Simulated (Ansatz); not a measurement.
A search over several starts for the lowest SCF solution of the cluster Ir₃⁺ at the given spin, in a small basis.

```yaml
crystal:
  periodic: [false, false, false]
  atoms:
    - {symbol: Ir, position_ang: [-0.579110, 1.245542, 0.006585]}
    - {symbol: Ir, position_ang: [1.364499, -0.157197, 0.015945]}
    - {symbol: Ir, position_ang: [-0.785389, -1.088345, -0.022520]}
basis:
  gaussian: {orbitals: def2-SVP}
total_charge: 1
magnetization: {spin_polarized: true, initial_magnetization: 0}
hamiltonian: {xc: pbe0, dispersion: d4}
output: {orbitals: {seedname: orbitals}}
```

```sh
$ ansatz run in.yaml --threads 4 --pin off --events-out ev --progress --plain --max-ram 3916MiB
```

Output, abridged:

```
Functional definition: PBE0
960 factors; integrals over basis functions are off by at most 5.8e-4 eV
mean field evaluation 1: about -8495.3943 eV, gradient 5.1e1 eV
mean field evaluation 2: about -8393.9111 eV, gradient 1.5e2 eV
mean field evaluation 4: about -8504.6260 eV, gradient 8.5e0 eV
mean field evaluation 8: about -8505.0462 eV, gradient 4.6e-1 eV
mean field evaluation 16: about -8505.2434 eV, gradient 1.3e-1 eV
mean field evaluation 32: about -8506.4078 eV, gradient 1.0e0 eV
mean field evaluation 64: about -8474.0856 eV, gradient 3.4e2 eV
mean field evaluation 96: about -8486.8324 eV, gradient 3.5e2 eV
mean field evaluation 128: about -8461.1318 eV, gradient 2.6e2 eV
mean field evaluation 160: about -8479.1170 eV, gradient 3.2e2 eV
mean field evaluation 192: about -8484.9109 eV, gradient 3.5e2 eV
mean field evaluation 224: about -8480.1564 eV, gradient 3.3e2 eV
mean field evaluation 256: about -8473.6129 eV, gradient 2.8e2 eV
mean field evaluation 288: about -8503.4016 eV, gradient 9.8e0 eV
mean field evaluation 320: about -8501.3564 eV, gradient 6.5e0 eV
mean field evaluation 352: about -8502.1913 eV, gradient 2.8e1 eV
mean field evaluation 384: about -8506.4752 eV, gradient 4.8e-3 eV
mean field evaluation 416: about -8506.4752 eV, gradient 1.1e-5 eV
mean field evaluation 448: about -8506.4755 eV, gradient 1.5e-2 eV
mean field evaluation 480: about -8506.4748 eV, gradient 3.5e-2 eV
mean field evaluation 512: about -8506.4752 eV, gradient 2.9e-4 eV
mean field evaluation 544: about -8498.2708 eV, gradient 6.1e0 eV
mean field evaluation 576: about -8506.3306 eV, gradient 2.1e-1 eV
mean field evaluation 608: about -8506.4208 eV, gradient 2.3e-1 eV
mean field evaluation 640: about -8506.0956 eV, gradient 8.0e-3 eV
mean field evaluation 672: about -8506.4936 eV, gradient 1.8e-1 eV
mean field evaluation 704: about -8506.2346 eV, gradient 3.6e-1 eV
mean field evaluation 736: about -8506.2501 eV, gradient 5.2e-4 eV
mean field evaluation 768: about -8506.2486 eV, gradient 2.9e-2 eV
mean field evaluation 800: about -8505.9699 eV, gradient 5.9e0 eV
mean field -8506.54272766 eV, -312.6096792998 hartree, gradient 1.7e-6 eV, S^2 2.063969; 23 other end points of the search recorded, 0 dependent functions left out
reference -8506.54276021 eV, -312.6096804958 hartree; 25, 25 occupied and 71, 71 virtual orbitals, 960 factors
Total energy: -8506.65809886 eV, -312.6139191130 hartree
```

It took 3.5 min on 4 threads of Intel Xeon on a shared host.

Other converged states that the search met: 0.05 eV higher (⟨S²⟩ = 2.05), 0.07 eV higher (⟨S²⟩ = 2.04), 0.29 eV higher (⟨S²⟩ = 2.09).

In the def2 sets Ir takes a core potential; there is no spin–orbit coupling. The unrestricted singlet has broken spin symmetry (⟨S²⟩ up to 2.06). At PBE0-D4/def2-TZVP a quintet of charge 1 lies 0.31 eV below the unrestricted singlet, which stands at the restricted singlet's geometry. The structure comes from a short search, and lower isomers may exist.
